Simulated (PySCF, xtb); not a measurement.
TaOF2, SMILES [O]=[Ta+]([F])[F], charge +1, multiplicity 1.

Harmonic wavenumbers (cm⁻¹) from GFN2-xTB (xtb 6.7.1) at its own minimum, in rising order: 129, 178, 188, 347, 354, 671.

What does r2SCAN-D4/def2-TZVP run with PySCF 2.14.0 give at its own minimum? (Estimate from the structure and the level; the computed values follow.)

174, 253, 289, 756, 768, 1066. Paired by order, the mean absolute difference is 240 cm⁻¹ and the zero-point energies are 2.7 and 4.7 kcal/mol.
